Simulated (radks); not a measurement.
Results of a calculation; reference values are marked as such.
Task: Numerical settings for the platinum ion Pt+, [Xe] 4f14 5d9. Code: a radial shooting solver on a logarithmic mesh with Libxc functionals. Model: scalar-relativistic Kohn-Sham, SCAN, spin-unpolarised, spherical densities, finite nucleus; meta-GGA in the generalised Kohn-Sham scheme; Fermi nuclear charge, rms radius 5.427 fm. The defaults (mesh step 0.008 in ln r, mesh end at 40 bohr or more with all orbitals vanishing there, Anderson mixing 0.5 over 9 steps, residual threshold near 1e-9 with the energy settled to 1e-9 hartree or 1e-11 of itself, here a cap of 65 iterations) give E = -18412.113 hartree and 5d at -14.411 eV in 12 iterations. Run on one thread of a shared host, so times are rough (Arm Neoverse N1): 0.17 s of CPU time, 0.17 s wall, 12 iterations on 2314 mesh points. One setting is changed at a time: mesh step in ln r 0.08; mesh step in ln r 0.02; mesh step in ln r 0.012; mesh end (bohr) 20; mesh end (bohr) 3; residual threshold 0.1; residual threshold 1e-16; mixing 0.05; linear mixing, mixing 0.8; linear mixing, mixing 0.5; mixing history 3; iteration cap 3. Which runs fail to converge, and which converge to a wrong energy?

Result: Not converged within the cap: mesh step in ln r 0.08; residual threshold 1e-16; linear mixing, mixing 0.8; iteration cap 3. Settings that end as converged yet miss the energy by more than 1 mhartree: mesh step in ln r 0.02 (-0.0134 hartree); mesh step in ln r 0.012 (+0.00398 hartree); mesh end (bohr) 3 (+0.943 hartree).
